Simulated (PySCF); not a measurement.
Spinor energies of Cd⁺ (cadmium, charge +1)

Start: [Kr] 4d10 5s1; 5s1/2 filled at m_j = +1/2. Calculated with PySCF 2.14 in x2c-SVPall-2c (6s9p6d1f, 70 functions): generalised Hartree-Fock with the X2C-1e Hamiltonian and a Gaussian nucleus; one run each with spin-orbit coupling (SO) switched off, then screened by Boettger's factors.

```
spinor shell  electrons  ε, spin-free (eV)  ε, screened SO (eV)  weight of nominal j (screened SO)  rms radius, screened SO (bohr)
       1s1/2          2           -26849.5             -26847.5                              1.000                          0.0349
       2s1/2          2            -4080.2              -4079.6                              1.000                           0.142
       2p1/2          2            -3655.9              -3789.4                              1.000                           0.124
       2p3/2          4            -3655.9              -3594.4                              1.000                           0.128
       3s1/2          2            -805.32              -805.18                              1.000                           0.381
       3p1/2          2            -662.40              -687.02                              1.000                           0.376
       3d3/2          4            -439.19              -443.42                              1.000                           0.362
       3d5/2          6            -439.19              -436.26                              1.000                           0.365
       4s1/2          2            -137.64              -137.62                              1.000                           0.941
       4p1/2          2            -93.398              -97.633                              1.000                            1.01
       4p3/2          4            -93.398              -91.450                              1.000                            1.05
       4d3/2          4            -28.260              -28.757                              0.993                            1.36
       4d5/2          6            -28.260              -27.928                              0.995                            1.38
       5s1/2          1            -15.696              -15.699                              1.000                            2.98
```

Question: Where does 3p3/2 lie, and what is the 3p spin-orbit splitting (screened SO)?

Answer: At -651.01 eV, 36.011 eV above 3p1/2.

```
   quantity    spin-free  screened SO
E (hartree)  -5589.99281  -5591.08556
        M_J          1/2          1/2
       ⟨J²⟩        0.751        0.751
       ⟨L²⟩        0.000        0.016
       ⟨S²⟩        0.751        0.767
```

Breit and QED terms are absent; they matter most for the inner s and p1/2 levels.

Densities and radii are taken from the X2C orbitals without a picture-change correction, which distorts them close to the nucleus.

Without spin-orbit coupling the j labels of p, d and f shells carry no meaning; the spin-free column gives the mean over the occupied spinors of each nl shell.
